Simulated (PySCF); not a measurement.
# Reading the logs of faulty runs: BCH5OSi

These are calculations, not measurements. They come from PySCF 2.14.0, an open-source quantum chemistry program, on an isolated molecule that a program drew, which may never have been made. The molecule is BCH5OSi (charge 0, singlet), drawn as the SMILES string `B[Si]CO`.

Each row is a Hartree-Fock (HF) and frozen-core CCSD(T) single point in the cc-pV(D+d)Z basis, meant for a local HF minimum. Run 1 is clean. Each other run has one planted mistake out of seven kinds, and not every kind appears here: one electron removed, one electron added, multiplicity raised by two, geometry at a saddle point, minimal basis STO-3G, one bond length entered in bohr, all coordinates scaled. The reference is restricted for singlets and unrestricted otherwise, and also for a bond in bohr. Adding or removing an electron swaps singlet and doublet. Electrons count all cores. HOMO and LUMO are orbital energies over both spins, the gradient is its largest component, and the lowest frequency (negative if imaginary) is given only where the gradient is small. Bond lengths are over the 8 bonds as drawn. T1 is the CCSD diagnostic: over 0.02 (restricted) or 0.045 (unrestricted) a single reference is doubtful.

Geometry of the clean run:
```xyz
9
BCH5OSi, angstrom
B    -0.5245    0.4321   -1.1196
Si   -0.3172    0.3155    0.8941
C    -0.4368   -1.6130    0.8409
O    -0.4102   -2.2219   -0.4433
H    -1.6040    0.5329   -1.6394
H     0.4329    0.4406   -1.8511
H    -1.4280   -1.8276    1.2641
H     0.2669   -2.1004    1.5267
H     0.4882   -2.3434   -0.7106
```

| run | electrons | basis functions | <S^2> | HOMO (eV) | LUMO (eV) | gradient (hartree/bohr) | lowest frequency (cm^-1) | mean bond (Å) | longest bond (Å) | T1 | HF (hartree) | CCSD(T) (hartree) | mistake |
|---|---|---|---|---|---|---|---|---|---|---|---|---|---|
| 1 | 38 | 90 | 0.000 | -8.36 | 0.94 | 3.9e-05 | 93 | 1.3663 | 2.028 | 0.0142 | -429.15979 | -429.71868 | no fault |
| 2 | 39 | 90 | 0.771 | -0.63 | 7.29 | 2.0e-02 | - | 1.3663 | 2.028 | 0.0196 | -429.15334 | -429.72327 | one electron added |
| 3 | 38 | 29 | 0.000 | -5.79 | 6.04 | 6.8e-02 | - | 1.3663 | 2.028 | 0.0114 | -424.02317 | -424.22348 | minimal basis STO-3G |
| 4 | 38 | 90 | 1.238 | -8.36 | 1.29 | 3.9e-02 | - | 1.5244 | 2.686 | 0.0473 | -429.07517 | -429.58907 | one bond length entered in bohr |
| 5 | 38 | 90 | 2.016 | -7.53 | 0.48 | 3.2e-02 | - | 1.3663 | 2.028 | 0.0191 | -429.13336 | -429.67229 | ? |

**Which mistake was planted in run 5, and what did it cost?**

Electrons, basis and geometry are unchanged, and <S^2> is 2.016, beside S(S+1) = 2.00 for a multiplicity of 3. So the mistake is: multiplicity raised by two. Subtracting run 1 and multiplying by 627.51 kcal/mol a hartree, the energy moved by 16.6 kcal/mol in HF and 29.1 kcal/mol in CCSD(T).

Cautions from the logs. Run 4: T1 is over the limit, so its CCSD(T) energy is less reliable.
